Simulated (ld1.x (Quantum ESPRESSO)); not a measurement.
**Before and after: PAW potential for carbon (C)**

carbon, PAW, made with ld1.x (Quantum ESPRESSO) 7.5 (PBE, non-relativistic). Core [He], reference 2s2 2p2. Waves: 2s (bound): rcut 1.20, rcutus 1.35 bohr; 2s channel at 0.4 Ry: rcut 1.20, rcutus 1.35 bohr; 2p (bound): rcut 2.05, rcutus 2.45 bohr; 2p channel at 0.9 Ry: rcut 2.05, rcutus 2.45 bohr; 3d channel at 0.4 Ry: rcut 2.20, rcutus 2.80 bohr; 3d channel at 3.05 Ry: rcut 2.20, rcutus 2.80 bohr. Local part: all-electron potential smoothed inside 1.45 bohr (lloc = -1). Core correction: a·sin(br)/r model core, default radius (ld1.x builds one for every PAW set, though the input has nlcc=.false.). Augmentation charge: BESSEL, radius 1.35 bohr.

All-electron outer shells of the reference configuration (PBE, non-relativistic, ld1.x):

```tsv
shell	level (eV)	outermost node (bohr)	outermost maximum (bohr)
2s	-13.74	0.38	1.22
2p	-5.29	–	1.20
```

Change: reference 2s2 2p0.5.

Cutoffs: the cutoffs (Ry, on a coarse ladder) from which the occupation-weighted sum of valence levels, in a spherical-Bessel basis at the reference potential, stays within 10 and 1 mRy of its value at 400 Ry; they do not see the model core or the augmentation charge, which bear on the density cutoff. Errors are all-electron minus pseudo energies relative to the spin-unpolarised reference configuration.

What does the change do?

The potential gets harder (10 Ry and 15 Ry → 10 Ry and 18 Ry); the range in which the p phases agree widens (upper end 1.3 → 3.2); the range in which the d phases agree widens (upper end 3.9 → 4.9); neither file shows a bound ghost.

```tsv
quantity	base	changed
cutoff, loose	10 Ry	10 Ry
cutoff, tight	15 Ry	18 Ry
loose cutoff by channel (10 mRy a level)	s 8 Ry, p 8 Ry	s 8 Ry, p 10 Ry
bound ghosts	none	none
largest error over its own tests, meV	+16	+61
s: phases at 3.05 bohr within 0.05 rad from the reference energy up to (Ry; the scan ends near 5)	to the end of the scan	to the end of the scan
p: phases at 3.05 bohr within 0.05 rad from the reference energy up to (Ry; the scan ends near 5)	1.3	3.2
d: phases at 3.05 bohr within 0.05 rad from the reference energy up to (Ry; the scan ends near 5)	3.9	4.9
lowest overlap eigenvalue by channel	s 0.55, p 0.06, d 0.97	s 0.55, p 0.77, d 0.88
```
